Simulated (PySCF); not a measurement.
A TDDFT job was run through a driver script with this input:

```
{"job": {"kind": "uv", "xc": "CAM-B3LYP", "basis": "def2-SVPD", "ip": true}, "charge": 0, "multiplicity": 1}
C      1.218997     0.994023    -0.134437
C      1.281165    -0.328637    -0.944352
C      0.125556    -1.152812    -0.355825
C     -1.200383    -0.526144    -0.813960
C     -1.262738     0.797394    -0.005700
C      0.034567     0.765382     0.817062
C      0.169379    -0.732855     1.119299
H      2.148431     1.158401     0.432640
H      1.069455     1.880582    -0.769808
H      1.164766    -0.174554    -2.028191
H      2.243027    -0.843214    -0.794506
H      0.200676    -2.231243    -0.557456
H     -2.048296    -1.184016    -0.567656
H     -1.223673    -0.365965    -1.902916
H     -2.143178     0.819959     0.655157
H     -1.319572     1.690280    -0.647267
H      0.026421     1.438764     1.686471
H      1.115964    -0.993538     1.619425
H     -0.667291    -1.135415     1.712640
```

Computed, not measured: TDDFT CAM-B3LYP/def2-SVPD, vertical, gas phase, core orbitals frozen in the response in PySCF 2.14.0, density-fitted response routines. Job line and output are in the format of a driver script around the code.

Q: Give the output.

A: 
```
coarse grid: 15048 points
cycle   1  E = -273.5308259076  dE =  1.074e+00  |g| = 3.016e-01  |ddm| = 7.862e+00
cycle   2  E = -273.5395562933  dE = -8.730e-03  |g| = 2.743e-01  |ddm| = 1.035e+00
cycle   3  E = -273.5582771092  dE = -1.872e-02  |g| = 4.347e-02  |ddm| = 5.696e-01
cycle   4  E = -273.5587244240  dE = -4.473e-04  |g| = 1.105e-02  |ddm| = 1.553e-01
cycle   5  E = -273.5587505354  dE = -2.611e-05  |g| = 3.532e-03  |ddm| = 3.696e-02
cycle   6  E = -273.5587534597  dE = -2.924e-06  |g| = 3.159e-04  |ddm| = 9.019e-03
final grid: 142920 points
cycle   7  E = -273.6195233188  dE = -5.137e-05  |g| = 3.756e-03  |ddm| = 1.850e-01
cycle   8  E = -273.6195230806  dE =  2.382e-07  |g| = 4.074e-03  |ddm| = 2.065e-02
cycle   9  E = -273.6195271688  dE = -4.088e-06  |g| = 2.013e-04  |ddm| = 8.344e-03
cycle  10  E = -273.6195271796  dE = -1.082e-08  |g| = 1.093e-04  |ddm| = 1.373e-03
cycle  11  E = -273.6195271824  dE = -2.770e-09  |g| = 2.475e-05  |ddm| = 2.826e-04
cycle  12  E = -273.6195271825  dE = -1.594e-10  |g| = 3.267e-06  |ddm| = 8.489e-05
converged SCF energy = -273.6195271825

Static polarisability (au): isotropic 75.916, principal 73.500 76.118 78.131

Singlet excitations
state   eV       nm        f      main configurations
  1   8.0106    154.8   0.00000   H->L 0.94
  2   8.3769    148.0   0.00183   H-1->L 0.92
  3   8.7333    142.0   0.00016   H-2->L 0.90
  4   8.8211    140.6   0.04649   H->L+1 0.82, H-4->L 0.14
  5   8.9253    138.9   0.00000   H->L+2 0.83, H->L+7 0.11
  6   8.9376    138.7   0.01248   H->L+3 0.81
  7   9.0802    136.5   0.07156   H-3->L 0.58, H-1->L+1 0.33
  8   9.2006    134.8   0.00146   H-4->L 0.70, H->L+1 0.11, H-2->L+3 0.09
  9   9.2303    134.3   0.00005   H-1->L+3 0.53, H-6->L 0.25, H->L+7 0.11
 10   9.2340    134.3   0.07868   H-1->L+2 0.58, H-5->L 0.24

Triplet excitations (Tamm-Dancoff, eV): 7.8154 8.1797 8.5201 8.6404
Vertical ionisation energy (delta-SCF) = 10.2928 eV
```

Geometry: PBE0-D3(BJ)/def2-SVP; no solvent, vibrations or thermal averaging.

The species is norbornane, `C1C[C@H]2C[C@@H]1CC2`.

The SCF starts on a coarse grid; the energy jumps when the final grid takes over, and dE counts afresh there. H and L stand for HOMO and LUMO.

The vertical ionisation energy (ΔSCF) is 10.29 eV, 1.06 eV above S10.

Hardware: one thread, Arm Neoverse V2, no GPU (shared host). Cost: 3.0 min of wall time.
